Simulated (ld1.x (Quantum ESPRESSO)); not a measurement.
## What one change does to a pseudopotential (O (Z = 8), TM)

| Property | Result |
| --- | --- |
| Element | oxygen |
| Generator | ld1.x (Quantum ESPRESSO) 7.5 |
| Type | norm-conserving Troullier–Martins (Kleinman–Bylander form) |
| Functional | LDA (PZ) |
| Relativity | scalar-relativistic |
| Frozen core | [He] |
| Valence charge | 6 |
| Reference configuration | 2s2 2p3.5 (charge +0.5) |
| Partial waves | 2s (bound): rc 0.75 bohr; 2p (bound): rc 0.95 bohr |
| Local potential | all-electron potential smoothed inside 0.80 bohr (lloc = -2) |
| Core correction | none |

Change: wave 2s (bound): rc 0.75 bohr becomes 2s (bound): rc 1.06 bohr.

Cutoffs: the cutoffs (Ry, on a coarse ladder) from which the occupation-weighted sum of valence levels, in a spherical-Bessel basis at the reference potential, stays within 10 and 1 mRy of its value at 400 Ry; they do not see the model core or the augmentation charge, which bear on the density cutoff. Errors are all-electron minus pseudo energies relative to the spin-unpolarised reference configuration.

Task: What does the change do?

Result: The potential gets softer (140 Ry and 230 Ry → 120 Ry and 200 Ry); of the 9 tests that both files solve, the error grows in 6 and shrinks in 0 by more than 15 % and 0.3 meV (median size 16.7 → 25.3 meV); neither file shows a bound ghost. A larger radius leaves more room for a smooth pseudo-wave, so fewer plane waves are needed. More of the atom is replaced by a form fitted at one configuration, so other configurations suffer.

| quantity | base | changed |
| --- | --- | --- |
| cutoff, loose | 140 Ry | 120 Ry |
| cutoff, tight | 230 Ry | 200 Ry |
| loose cutoff by channel (10 mRy a level) | s 70 Ry, p 100 Ry | s 45 Ry, p 100 Ry |
| bound ghosts | none | none |
| error for 2s2 2p4, meV [ΔE -6.37 eV] | +0.8 | +1.3 |
| error for 2s2 2p3, meV [ΔE 10.22 eV] | +0.7 | +1.6 |
| error for 2s2 2p2, meV [ΔE 43.93 eV] | +27 | +40 |
| error for 2s1 2p4, meV [ΔE 25.06 eV] | +10 | +11 |
| error for 2s1 2p5, meV [ΔE 8.22 eV] | +17 | +25 |
| error for 2s0 2p6, meV [ΔE 22.86 eV] | +59 | +84 |
| error for 2s2 2p4.3, meV [ΔE -8.54 eV] | +1.3 | +2.1 |
| error for 2s2 2p3.5 (spin-polarised), meV [ΔE -2.47 eV] | +254 | +250 |
| error for 2s2 2p4 (spin-polarised), meV [ΔE -7.77 eV] | +139 | +139 |
